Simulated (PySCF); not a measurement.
A PySCF script (with the pyscf-properties extension) for the NMR shieldings of SMILES B[C@@H]1[C@@H](C(F)F)[C@]1(C)SC, C6H11BF2S, on a GFN2-xTB geometry:

```python
import basis_set_exchange as bse
import numpy as np
from pyscf import gto, dft
from pyscf.prop import nmr

atoms = """
B    -0.618708   -1.989315    0.803595
C    -0.644314   -0.449680    0.678899
C    -1.228293    0.234554   -0.551699
C    -2.137446    1.419200   -0.388950
F    -3.435938    1.023030   -0.394467
F    -2.009803    2.284324   -1.428795
C     0.235276    0.332846   -0.295945
C     0.878202    1.621369    0.149686
S     1.277804   -0.597851   -1.445184
C     2.360286   -1.436472   -0.257448
H    -0.574906   -2.472186    1.867396
H    -0.648289   -2.663078   -0.150333
H    -0.802217    0.111731    1.596855
H    -1.539869   -0.410515   -1.365190
H    -1.975773    1.993071    0.536549
H     1.881265    1.426022    0.525422
H     0.958287    2.302080   -0.696623
H     0.309842    2.108807    0.938602
H     2.994919   -2.102213   -0.832778
H     1.740293   -2.006105    0.434338
H     2.970460   -0.712677    0.275599
"""
names = dict.fromkeys(["B", "C", "F", "S", "H"], "pcSseg-1")
basis = {el: gto.basis.parse(bse.get_basis(n, elements=[el], fmt="nwchem")) for el, n in names.items()}
mol = gto.M(atom=atoms, basis=basis, charge=0, verbose=0)
mf = dft.RKS(mol, xc="PBE0")
mf.grids.level = 2
mf.grids.alignment = dft.numint.BLKSIZE   # the property module wants whole blocks of grid points
mf.conv_tol = 1e-9
mf.kernel()

calc = nmr.RKS(mf)   # GIAO
C = mf.mo_coeff
Co = C[:, mf.mo_occ > 0]
resp = mf.gen_response(singlet=True, hermi=2)
def vind(x):   # induced exchange potential for any number of trial vectors
    d = np.einsum("pi,xij,qj->xpq", C, 2 * x.reshape(-1, C.shape[1], Co.shape[1]), Co, optimize=True)
    return np.einsum("xpq,pi,qj->xij", resp(d - d.transpose(0, 2, 1)), C, Co, optimize=True).ravel()
mo1, _ = nmr.rhf.solve_mo1(calc, with_cphf=vind)
sigma = calc.kernel(mo1)
for i, s in enumerate(sigma):   # ppm
    w = np.linalg.eigvalsh((s + s.T) / 2)
    print("%2d %-2s iso %8.1f  s11 %8.1f  s22 %8.1f  s33 %8.1f" % (i, mol.atom_pure_symbol(i), w.mean(), *w))
```

Question: Give the expected output.

Answer: 
```
 0 B  iso     12.0  s11    -58.8  s22    -33.8  s33    128.6
 1 C  iso    149.5  s11     91.3  s22    167.5  s33    189.7
 2 C  iso    137.1  s11    108.8  s22    134.5  s33    168.0
 3 C  iso     62.1  s11     41.3  s22     70.5  s33     74.7
 4 F  iso    305.9  s11    195.5  s22    341.0  s33    381.2
 5 F  iso    297.0  s11    191.2  s22    332.9  s33    366.9
 6 C  iso    131.9  s11     90.8  s22    135.7  s33    169.3
 7 C  iso    160.4  s11    129.9  s22    165.5  s33    185.9
 8 S  iso    449.8  s11    269.7  s22    392.4  s33    687.3
 9 C  iso    157.6  s11    128.6  s22    163.7  s33    180.5
10 H  iso     23.6  s11     16.7  s22     26.0  s33     28.1
11 H  iso     24.5  s11     15.1  s22     27.8  s33     30.8
12 H  iso     30.4  s11     25.3  s22     28.4  s33     37.4
13 H  iso     28.9  s11     22.4  s22     29.6  s33     34.7
14 H  iso     26.0  s11     23.4  s22     25.9  s33     28.6
15 H  iso     29.6  s11     24.7  s22     28.9  s33     35.3
16 H  iso     29.5  s11     25.6  s22     26.8  s33     36.1
17 H  iso     30.9  s11     25.7  s22     28.8  s33     38.1
18 H  iso     29.5  s11     24.5  s22     26.0  s33     38.1
19 H  iso     31.4  s11     26.8  s22     30.9  s33     36.5
20 H  iso     29.0  s11     23.8  s22     27.2  s33     36.1
```

These numbers come from an equivalent density-fitted implementation of the same equations, which agrees with the script to about 0.01 ppm for H and up to a few tenths of a ppm for heavy atoms, so last digits may differ.

Size and cost of the density-fitted run: 232 basis functions, 120 s wall time on 1 thread of an Arm Neoverse N1, shared host; peak memory 1.1 GiB.
